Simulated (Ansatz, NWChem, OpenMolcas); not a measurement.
# How methods differ on AlI (iodoaluminum)

AlI has 2 atoms, charge 0, and is taken as a singlet. As SMILES, `[Al][I]`. The bond length is the measured one.

```xyz
2

Al    0.0000    0.0000    0.0000
I     0.0000    0.0000    2.5371
```

Quantity: the electronic atomisation energy, in eV. The values are calculated. Electronic energies at fixed atoms, without zero-point motion or spin-orbit coupling.

| level | kind | program | value (eV) | CPU time (all runs) |
| --- | --- | --- | --- | --- |
| SVWN5/def2-TZVPPD (core potential) | LDA | OpenMolcas | 4.54 | 25 s |
| TPSS/def2-TZVPPD (core potential) | meta-GGA | NWChem | 3.95 | 59 s |
| BHLYP/def2-TZVPPD (core potential) | global hybrid | OpenMolcas | 3.72 | 27 s |
| M06-2X/def2-TZVPPD (core potential) | hybrid meta-GGA | NWChem | 3.87 | 47 s |
| PBE0/def2-TZVPPD (core potential) | global hybrid | OpenMolcas | 3.94 | 28 s |
| wB97X/def2-TZVPPD (core potential) | range-separated hybrid | NWChem | 3.88 | 1.9 min |
| B2PLYP/def2-TZVPPD (core potential) | double hybrid | Ansatz | 3.91 | 15 s |
| PBE-QIDH/def2-TZVPPD (core potential) | double hybrid | Ansatz | 3.99 | 15 s |

The values span 3.72 to 4.54 eV. Times are those of the runs behind each value, whatever else they computed, on shared processors of several kinds: orders of magnitude only.
